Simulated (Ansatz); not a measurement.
Spectroscopic constants of PdC, closed-shell singlet (the spin of the measured ground state). No spin–orbit coupling. The T1 diagnostic near the minimum is 0.056, so single-reference values are doubtful.

```tsv
level	bond energy D_e (eV)
SVWN5/def2-TZVPP	5.428
PBE/def2-TZVPP	4.461
r2SCAN/def2-TZVPP	4.077
B97M-V/def2-TZVPP	3.750
B3LYP/def2-TZVPP	3.350
PBE0/def2-TZVPP	3.283
BHLYP/def2-TZVPP	2.041
CAM-B3LYP/def2-TZVPP	2.961
wB97X-V/def2-TZVPP	2.800
wB97M-V/def2-TZVPP	2.848
CCSD/def2-TZVPP	2.800
CCSD/def2-QZVPP	2.803
CCSD(T)/def2-TZVPP	3.599
CCSD(T)/def2-QZVPP	3.601
```

The rows run from 2.041 (BHLYP/def2-TZVPP) to 5.428 eV (SVWN5/def2-TZVPP). From def2-TZVPP to def2-QZVPP CCSD(T) changes by 0.002. The 10 functionals in def2-TZVPP without D3 or D4 span 3.387, from BHLYP to SVWN5.

D_e counts from the fitted minimum to each atom's lowest state at the same level, without counterpoise. The singlet is restricted.

Correlated levels freeze the inner cores; with def2 sets outer-core shells near the valence are correlated too.

Doubts at one or more of the structures used: T1 above 0.05 (CCSD/def2-TZVPP, CCSD/def2-QZVPP, CCSD(T)/def2-TZVPP, CCSD(T)/def2-QZVPP); a restricted determinant that unrestricted orbitals would lower (CCSD/def2-TZVPP, CCSD/def2-QZVPP, CCSD(T)/def2-TZVPP, CCSD(T)/def2-QZVPP).

Codes used: Ansatz (a quantum-chemistry and plane-wave program).  In def2 rows elements past Kr take small-core potentials, without spin–orbit coupling.
